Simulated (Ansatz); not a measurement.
Ansatz (a program for electronic structure) input (B3LYP-D3(BJ)/def2-TZVP):

Ansatz 0.2 input:
```yaml
crystal:
  periodic: [false, false, false]
  atoms:
    - {symbol: Cl, position_ang: [1.68675100, 1.17171233, -0.05739765]}
    - {symbol: C, position_ang: [0.65165598, -0.19181708, -0.02154534]}
    - {symbol: C, position_ang: [-0.66989414, -0.10919626, 0.02697555]}
    - {symbol: Cl, position_ang: [-1.52723244, 1.37223288, 0.05981040]}
    - {symbol: H, position_ang: [1.15986734, -1.14260195, -0.04096143]}
    - {symbol: H, position_ang: [-1.29199700, -0.98971784, 0.04927248]}
basis:
  gaussian:
    orbitals: def2-TZVP
hamiltonian:
  xc: b3lyp
  dispersion: d3bj
relax: {f_tol: 0.002, max_steps: 150}
```

Output:

```
Functional definition: B3LYP
integrals: 0.07 GiB planned
974 factors; their error is unknown
mean field: 0.61 GiB planned
mean field evaluation 1: about -27147.8971 eV, gradient 4.9e1 eV
mean field evaluation 2: about -27140.7738 eV, gradient 7.0e1 eV
mean field evaluation 4: about -27153.4805 eV, gradient 2.0e0 eV
mean field evaluation 8: about -27153.4903 eV, gradient 6.3e-2 eV
mean field evaluation 16: about -27153.5435 eV, gradient 1.9e-4 eV
mean field -27153.54349140 eV, -997.8743179760 hartree, gradient 1.8e-5 eV, S^2 0.000000; 0 other end points of the search recorded, 0 dependent functions left out
the calculation of the forces begins
reference -27153.54372875 eV, -997.8743266985 hartree; 24, 24 occupied and 124, 124 virtual orbitals, 974 factors
relax step   1: F+E_penalty+E_count = -27153.80915879 eV  Δ(F+E_penalty+E_count) = +0.000e0 eV  max|allowed force component| = 2.483e-1 eV/Å  Δτ_max = 0.0000 Å  (28 SCF iters, accepted)
these checks for a lower state are left out or cut short: starts, cluster_reference, orbital_swaps, neighbouring_geometries, increment
integrals: 0.07 GiB planned
974 factors; their error is unknown
mean field: 0.61 GiB planned
mean field -27153.55132718 eV, -997.8746059356 hartree, gradient 5.1e-6 eV, S^2 0.000000; 0 other end points of the search recorded, 0 dependent functions left out
the calculation of the forces begins
reference -27153.55156522 eV, -997.8746146834 hartree; 24, 24 occupied and 124, 124 virtual orbitals, 974 factors
relax step   2: F+E_penalty+E_count = -27153.81550433 eV  Δ(F+E_penalty+E_count) = -6.346e-3 eV  max|allowed force component| = 1.192e-1 eV/Å  Δτ_max = 0.0240 Å  (32 SCF iters, accepted)
these checks for a lower state are left out or cut short: starts, cluster_reference, orbital_swaps, neighbouring_geometries, increment
integrals: 0.07 GiB planned
974 factors; their error is unknown
mean field: 0.60 GiB planned
mean field evaluation 32: about -27153.5538 eV, gradient 5.1e-6 eV
mean field -27153.55379680 eV, -997.8746966925 hartree, gradient 5.1e-6 eV, S^2 0.000000; 0 other end points of the search recorded, 0 dependent functions left out
the calculation of the forces begins
reference -27153.55403524 eV, -997.8747054551 hartree; 24, 24 occupied and 124, 124 virtual orbitals, 974 factors
relax step   3: F+E_penalty+E_count = -27153.81700521 eV  Δ(F+E_penalty+E_count) = -1.501e-3 eV  max|allowed force component| = 2.034e-2 eV/Å  Δτ_max = 0.0154 Å  (32 SCF iters, accepted)
these checks for a lower state are left out or cut short: starts, cluster_reference, orbital_swaps, neighbouring_geometries, increment
integrals: 0.07 GiB planned
974 factors; their error is unknown
mean field: 0.60 GiB planned
mean field -27153.55369263 eV, -997.8746928644 hartree, gradient 5.1e-6 eV, S^2 0.000000; 0 other end points of the search recorded, 0 dependent functions left out
the calculation of the forces begins
reference -27153.55393113 eV, -997.8747016290 hartree; 24, 24 occupied and 124, 124 virtual orbitals, 974 factors
relax step   4: F+E_penalty+E_count = -27153.81680957 eV  Δ(F+E_penalty+E_count) = +1.956e-4 eV  max|allowed force component| = 4.408e-2 eV/Å  Δτ_max = 0.0084 Å  (32 SCF iters, rejected (line search))
these checks for a lower state are left out or cut short: starts, cluster_reference, orbital_swaps, neighbouring_geometries, increment
integrals: 0.07 GiB planned
974 factors; their error is unknown
mean field: 0.60 GiB planned
mean field -27153.55385460 eV, -997.8746988166 hartree, gradient 5.7e-6 eV, S^2 0.000000; 0 other end points of the search recorded, 0 dependent functions left out
the calculation of the forces begins
reference -27153.55409303 eV, -997.8747075789 hartree; 24, 24 occupied and 124, 124 virtual orbitals, 974 factors
relax step   5: F+E_penalty+E_count = -27153.81705675 eV  Δ(F+E_penalty+E_count) = -5.154e-5 eV  max|allowed force component| = 4.675e-3 eV/Å  Δτ_max = 0.0026 Å  (32 SCF iters, accepted)
these checks for a lower state are left out or cut short: starts, cluster_reference, orbital_swaps, neighbouring_geometries, increment
integrals: 0.07 GiB planned
974 factors; their error is unknown
mean field: 0.61 GiB planned
mean field -27153.55385909 eV, -997.8746989816 hartree, gradient 5.1e-6 eV, S^2 0.000000; 0 other end points of the search recorded, 0 dependent functions left out
the calculation of the forces begins
reference -27153.55409753 eV, -997.8747077441 hartree; 24, 24 occupied and 124, 124 virtual orbitals, 974 factors
relax step   6: F+E_penalty+E_count = -27153.81705721 eV  Δ(F+E_penalty+E_count) = -4.606e-7 eV  max|allowed force component| = 6.104e-4 eV/Å  Δτ_max = 0.0002 Å  (32 SCF iters, accepted)
integrals: 0.07 GiB planned
974 factors; their error is unknown
mean field: 0.61 GiB planned
mean field evaluation 64: about -27153.4902 eV, gradient 2.1e0 eV
mean field -27153.55385909 eV, -997.8746989816 hartree, gradient 5.1e-6 eV, S^2 0.000000; 1 other end points of the search recorded, 0 dependent functions left out
the calculation of the forces begins
reference -27153.55409753 eV, -997.8747077441 hartree; 24, 24 occupied and 124, 124 virtual orbitals, 974 factors
Total energy: -27153.81729565 eV, -997.8843800966 hartree
Atom 0 at     1.725243     1.162410    -0.059104 Å, force     0.000001     0.000050    -0.000002 eV/Å
Atom 1 at     0.652217    -0.182106    -0.021289 Å, force     0.000610     0.000043    -0.000019 eV/Å
Atom 2 at    -0.669035    -0.099656     0.027070 Å, force    -0.000601     0.000110     0.000023 eV/Å
Atom 3 at    -1.566714     1.367837     0.061381 Å, force     0.000008     0.000049     0.000000 eV/Å
Atom 4 at     1.142378    -1.144360    -0.040190 Å, force    -0.000009    -0.000126     0.000000 eV/Å
Atom 5 at    -1.274938    -0.993513     0.048286 Å, force    -0.000009    -0.000126    -0.000003 eV/Å
Dipole moment:    -0.023681    -0.379764     0.000474 e Å
```
